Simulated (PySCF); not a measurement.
ReO3F, SMILES [O]=[Re](=[O])(=[O])[F], multiplicity 1.

Coordinates come from a PBE-D3(BJ)/def2-SVP optimisation. The multiplicity is an assumed one; other spin states were not compared. The def2 effective core potentials stand for the cores of Re; spin–orbit coupling is left out.

Calculation: PySCF with PBE-D3(BJ)/def2-SVP.

Frequencies are harmonic and unscaled.

Modes within 1.5 cm⁻¹ of each other (mostly degenerate sets) share a row, with their intensities summed.

```
mode  ν (cm⁻¹)  IR (km/mol)  moving atoms (share of kinetic energy)
----  --------  -----------  --------------------------------------
1–2        219         12.3                 F 48 %, O 42 %, Re 10 %
3          306          9.5                         O 84 %, Re 12 %
4–5        342          3.9                                  O 94 %
6          697         73.7                         F 88 %, Re 11 %
7–8        980        246.3                         O 89 %, Re 11 %
9         1008         14.2                                  O 97 %
```
